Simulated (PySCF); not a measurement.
# What a mistake does to a calculation on GeH5NSi2

All numbers below are calculated, not measured. They come from PySCF 2.14.0, an open-source quantum chemistry program, on an isolated molecule that a program drew, which may never have been made. The molecule is GeH5NSi2 (charge 0, singlet), drawn as the SMILES string `[SiH2]=N[Si][GeH3]`.

Each row is a Hartree-Fock (HF) and frozen-core CCSD(T) single point in the cc-pV(D+d)Z basis, meant for a local HF minimum. Run 1 is clean. Each other run has one planted mistake out of seven kinds, and not every kind appears here: one electron removed, one electron added, multiplicity raised by two, geometry at a saddle point, minimal basis STO-3G, one bond length entered in bohr, all coordinates scaled. The reference is restricted for singlets and unrestricted otherwise, and also for a bond in bohr. Adding or removing an electron swaps singlet and doublet. Electrons count all cores. HOMO and LUMO are orbital energies over both spins, the gradient is its largest component, and the lowest frequency (negative if imaginary) is given only where the gradient is small. Bond lengths are over the 8 bonds as drawn. T1 is the CCSD diagnostic: over 0.02 (restricted) or 0.045 (unrestricted) a single reference is doubtful. Germanium has the cc-pVDZ-PP basis, with a core potential (ECP10MDF) in place of its 10 inner electrons, and its 3s, 3p and 3d shells are frozen in CCSD(T).

Geometry of the clean run:
```xyz
9
GeH5NSi2, angstrom
Si    0.5934   -0.7468    1.7085
N     0.0150   -1.2166    0.3284
Si   -0.6485   -1.8377   -1.0817
Ge   -0.0125    0.1036   -2.5051
H     1.9578   -1.0507    2.1607
H    -0.1766    0.0344    2.6859
H    -0.4241    0.0155   -3.9882
H     1.5179    0.3058   -2.4761
H    -0.6346    1.4006   -1.9441
```

```
run  electrons  basis functions  <S^2>  HOMO (eV)  LUMO (eV)  gradient (hartree/bohr)  lowest frequency (cm^-1)  mean bond (Å)  longest bond (Å)      T1  HF (hartree)  CCSD(T) (hartree)                          mistake
  1         72              108  0.000      -7.29       1.21                  2.2e-05                        48         1.6630             2.490  0.0232    -928.55973         -929.07447                         no fault
  2         71              108  0.783     -14.08      -5.37                  5.6e-02                         -         1.6630             2.490  0.0243    -928.32878         -928.80998             one electron removed
  3         72              108  2.029      -6.34       0.29                  3.0e-02                         -         1.6630             2.490  0.0236    -928.51800         -929.00850       multiplicity raised by two
  4         72              108  0.000      -7.05       1.52                  1.0e-01                         -         1.5399             2.306  0.0216    -928.49751         -928.99947           all coordinates scaled
  5         72              108  1.284      -7.54       0.94                  6.7e-02                         -         1.8496             3.170  0.0398    -928.44168         -928.91464  one bond length entered in bohr
  6         73              108  1.085      -0.65       5.97                  4.9e-02                         -         1.6630             2.490  0.0502    -928.54316         -929.07007                                ?
```

**Which mistake was planted in run 6, and what did it cost?**

It counts 73 electrons, one more than the clean run, at the same geometry and basis. So the mistake is: one electron added. Subtracting run 1 and multiplying by 627.51 kcal/mol a hartree, the energy moved by 10.4 kcal/mol in HF and 2.8 kcal/mol in CCSD(T).

Cautions from the logs. Run 1: T1 is over the limit, so its CCSD(T) energy is less reliable; run 4: T1 is over the limit, so its CCSD(T) energy is less reliable; run 6: T1 is over the limit, so its CCSD(T) energy is less reliable and the added electron raises the CCSD(T) energy, so it isn't bound in this basis.
